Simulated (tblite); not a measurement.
Compound: C9H14OSi.
Cartesian coordinates in Å at the GFN2-xTB level; atoms count from 1:
```
atom  x, y, z in Å
C1    -1.8483    1.4125   -1.2341
Si2   -1.6482   -0.0929   -0.0754
C3    -1.9547    0.4460    1.7294
C4    -2.8106   -1.5007   -0.5937
O5    -0.1860   -0.8239   -0.2321
C6     1.1025   -0.4538   -0.0903
C7     2.0769   -1.4441   -0.1923
C8     3.4137   -1.1195   -0.0661
C9     3.7966    0.1912    0.1653
C10    2.8295    1.1761    0.2684
C11    1.4888    0.8600    0.1430
H12   -2.8929    1.5825   -1.4753
H13   -1.3174    1.2589   -2.1697
H14   -1.4681    2.3292   -0.7915
H15   -2.9538    0.8495    1.8591
H16   -1.2500    1.2089    2.0491
H17   -1.8502   -0.3946    2.4096
H18   -2.6589   -2.3855    0.0155
H19   -3.8479   -1.2016   -0.4899
H20   -2.6503   -1.7853   -1.6286
H21    1.7652   -2.4613   -0.3725
H22    4.1603   -1.8957   -0.1486
H23    4.8418    0.4429    0.2625
H24    3.1195    2.2010    0.4483
H25    0.7316    1.6242    0.2189
```

Level: GFN2-xTB in tblite, geometry and Hessian alike; calculated harmonic values, unscaled, isolated species. Against measured fundamentals such values can be off by several per cent, at times by over 20. One conformer, not necessarily the lowest.

Harmonic wavenumbers (cm⁻¹): 25.7, 35.1, 70.5, 84.7, 93.9, 97.0, 156.3, 161.3, 181.2, 198.0, 225.8, 260.7, 353.2, 378.2, 481.5, 494.7, 587.7, 626.2, 657.0, 711.4, 730.9, 747.0, 761.3, 779.6, 795.0, 801.2, 854.5, 859.9, 866.1, 869.4, 885.9, 922.8, 926.5, 930.1, 999.3, 1078.2, 1111.3, 1178.9, 1183.2, 1266.9, 1276.5, 1321.0, 1377.4, 1379.1, 1382.2, 1439.3, 1473.5, 1484.8, 1486.1, 1486.3, 1490.3, 1491.8, 1494.7, 1585.0, 1601.0, 3030.7, 3034.2, 3035.7, 3038.9, 3048.3, 3050.8, 3052.5, 3053.5, 3059.5, 3076.8, 3079.7, 3093.5, 3101.8, 3106.0.

A = 1979, B = 536.0, C = 489.2 MHz; mass 166.081 u (most abundant isotopes); point group C1, symmetry number 1.

**Question.** Zero-point energy?

**Answer.** Half the sum of the wavenumbers: 44530 cm⁻¹ = 532.69 kJ/mol.

**Question.** Give the ideal-gas entropy at 298.15 K and 1 bar in the rigid-rotor, harmonic-oscillator model (classical rotation).

**Answer.** Translation 172.62, rotation 128.89, vibration 201.23: S = 502.7 J/(mol K).

**Question.** And Cp and H(298.15 K) − H(0)?

**Answer.** Cp = 215.35 J/(mol K), of which vibrations give 182.10 (their classical limit is 69 R = 573.7); H(298.15 K) − H(0) = 39.12 kJ/mol without the zero-point energy, 29.20 from vibrations.

**Question.** Blend soft modes into free rotors: weight 1/[1 + (100 cm⁻¹/ν̃)⁴] for the oscillator and the rest for a rotor with moment μB/(μ + B), μ = h/(8π²ν), B = 10⁻⁴⁴ kg m². What vibrational entropy results?

**Answer.** 178.18 J/(mol K) in place of 201.23, which changes −T·S at 298.15 K by +6.87 kJ/mol.

**Question.** How do the functions run with temperature in this model?

**Answer.** 
```csv
T (K),S (J/(mol K)),Cp (J/(mol K)),H − H(0) (kJ/mol),G − H(0) (kJ/mol),ln q(vib)
150,386.7,133.9,13.41,-44.60,6.24
250,467.3,187.6,29.42,-87.41,10.49
400,573.9,270.9,63.94,-165.64,16.37
600,700.9,355.3,127.11,-293.41,23.75
900,861.5,435.8,246.79,-528.57,33.95
```

q(vib) and H(0) count from the zero-point level.

**Question.** Which modes carry the vibrational entropy at 298.15 K?

**Answer.** 25.7 cm⁻¹: 25.67; 35.1 cm⁻¹: 23.09; 70.5 cm⁻¹: 17.32; 84.7 cm⁻¹: 15.81; 93.9 cm⁻¹: 14.97; 97.0 cm⁻¹: 14.70 J/(mol K); the other 63 give 89.67 together.

**Question.** What must be added to the electronic energy to get the Gibbs energy at 298.15 K and 1 bar?

**Answer.** ZPE + [H(298.15 K) − H(0)] − T·S = 532.69 + 39.12 − 149.89 = 421.92 kJ/mol.

Hindered rotation and anharmonicity are outside this model. Other conformers, if any are populated, would add a mixing term that is left out. The structure is chiral; the term R ln 2 for an equal mix with its mirror image is left out.
